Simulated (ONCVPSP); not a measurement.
# Cutoff test, Ga (Z = 31), ONCV

Ga, optimised norm-conserving Vanderbilt (ONCV), made with ONCVPSP 4.0.1 (LDA (Perdew-Wang 92), scalar-relativistic). Core [Ar] 3d10, reference 4s2 (charge +1). Waves: 4s: rc 1.85 bohr, ncon 4, nbas 8, qcut 2.9 1/bohr, 2 projectors, debl 1.5 Ha; p scattering state at 0.02 Ha: rc 1.65 bohr, ncon 4, nbas 7, qcut 6 1/bohr, 1 projector; d scattering state at 0.26 Ha: rc 1.55 bohr, ncon 3, nbas 7, qcut 6.6 1/bohr, 2 projectors, debl 0.5 Ha. Local part: polynomial inside 1.00 bohr (lpopt 2, dvloc0 2 Ha). Core correction: Teter function, fcfact 1.75, rcfact 1.15.

In the p channel the program set the typed energies aside and used 0.050 Ha.

Q: For each optimised wave give the share of its norm inside rc, the residual kinetic energy above qcut (Ha) and the cutoffs (Ha) for errors of 10, 1, 0.1 and 0.01 mHa per electron.

A:

```json
{"wave": "4s", "norm inside rc": "0.370", "residual KE": "1.2e-02", "10 mHa": "4.4", "1 mHa": "27.8", "0.1 mHa": "49.0", "0.01 mHa": "58.4"}
{"wave": "s projector 2", "norm inside rc": "0.195", "residual KE": "6.0e-02", "10 mHa": "6.3", "1 mHa": "21.8", "0.1 mHa": "47.6", "0.01 mHa": "71.3"}
{"wave": "p projector 1", "norm inside rc": "0.061", "residual KE": "5.1e-05", "10 mHa": "1.7", "1 mHa": "5.7", "0.1 mHa": "14.9", "0.01 mHa": "48.1"}
{"wave": "d projector 1", "norm inside rc": "0.069", "residual KE": "1.1e-02", "10 mHa": "22.2", "1 mHa": "82.6", "0.1 mHa": "99.7", "0.01 mHa": "156.2"}
{"wave": "d projector 2", "norm inside rc": "0.058", "residual KE": "5.0e-03", "10 mHa": "18.1", "1 mHa": "105.3", "0.1 mHa": "129.2", "0.01 mHa": "170.6"}
```

The occupied waves need 28 Ha and 49 Ha for 1 and 0.1 mHa. Note: ghosts flagged at negative energy: d at -26.6 eV; GHOST(+) flagged for s at 95.2 eV. A true bound ghost makes a file unfit for plane-wave use.
